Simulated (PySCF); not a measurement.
Some computed properties have been withheld. Give your best values.

Species: C7H16N2Si.
Numbering: `[CH2:1]1[CH2:2][CH2:3][N:4]([C@H:5]2[CH2:6][CH2:7][NH:8][SiH2:9]2)[CH2:10]1` (hydrogens: H11, H12 on C1; H13, H14 on C2; H15, H16 on C3; H17 on C5; H18, H19 on C6; H20, H21 on C7; H22 on N8; H23, H24 on Si9; H25, H26 on C10)

Geometry (PBE0-D3(BJ)/def2-SVP, Å), atoms numbered from 1 in this order:
```
atom  x, y, z in Å
C1    -3.482   -0.544    0.360
C2    -3.414    0.963    0.032
C3    -1.952    1.204   -0.362
N4    -1.238    0.079    0.211
C5     0.126   -0.082   -0.219
C6     1.033    1.090    0.182
C7     2.492    0.654    0.067
N8     2.570   -0.695    0.597
Si9    1.067   -1.554    0.544
C10   -2.098   -1.061   -0.018
H11   -3.657   -0.694    1.435
H12   -4.283   -1.068   -0.181
H13   -3.691    1.566    0.909
H14   -4.096    1.248   -0.782
H15   -1.846    1.217   -1.472
H16   -1.557    2.161    0.012
H17    0.185   -0.206   -1.332
H18    0.848    1.990   -0.428
H19    0.804    1.346    1.230
H20    2.818    0.712   -0.993
H21    3.139    1.348    0.633
H22    3.493   -1.084    0.730
H23    0.546   -1.981    1.883
H24    1.074   -2.775   -0.329
H25   -1.779   -1.928    0.585
H26   -2.080   -1.378   -1.088
```

```csv
property,level,value
point group,PBE0-D3(BJ)/def2-SVP,?
"rotational constants A, B, C",PBE0-D3(BJ)/def2-SVP,?
dipole moment,PBE0/pcSseg-1,?
HOMO energy,PBE0/pcSseg-1,?
LUMO energy,PBE0/pcSseg-1,0.82 eV
13C chemical shifts (computed TMS as zero) by class,GIAO PBE0/pcSseg-1,"57.1 (C3/C10), 52.4 (C5), 46.9 (C7), 36.3 (C6), 25.5 (C1/C2) ppm"
1H chemical shifts (computed TMS as zero) by class,GIAO PBE0/pcSseg-1,"4.87 (H23), 4.84 (H24), 3.22 (H21), 3.08 (H20), 2.44 (H16/H26), 2.04 (H15/H25), 1.95 (H18), 1.83 (H17), 1.79 (H19), 1.68 (H11/H14), 1.64 (H12/H13), -0.19 (H22) ppm"
"isotropic shieldings of nuclei other than C and H, by class",GIAO PBE0/pcSseg-1,?
```

Gas-phase values; electronic properties from PySCF, density fitting. The structure is a single PBE0-D3(BJ)/def2-SVP conformer in the gas phase; no vibrational or solvent corrections. NMR classes are plain means over equivalent atoms (diastereotopic ones count apart unless rotation or inversion swaps them), as if these changed places fast; in this geometry the members of some classes differ.

Question: Give the isotropic shieldings of nuclei other than C and H, by class.

Answer: 191 (N4), 244 (N8), 375 (Si9) ppm.

Question: Give the HOMO energy.

Answer: -6.09 eV.

Question: The rotational constants A, B, C?

Answer: 2.629, 0.680, 0.566 GHz.

Question: The point group?

Answer: C1.

Question: What is the dipole moment?

Answer: 0.98 D.

The dipole equals about 3.3 × 10⁻³⁰ C·m (1 D = 3.33564 × 10⁻³⁰ C·m). The rotational constants make it an asymmetric top with κ = (2B − A − C)/(A − C) = -0.89, nearer the prolate limit (−1). A dipole of 0.98 D is allowed in C1, and pure rotational transitions are dipole-allowed. With B = h/(8π²I), that is 505.379 GHz u Å² over I, the principal moments of inertia are 192.2, 743.6 and 893.2 u Å² (most abundant isotopes).
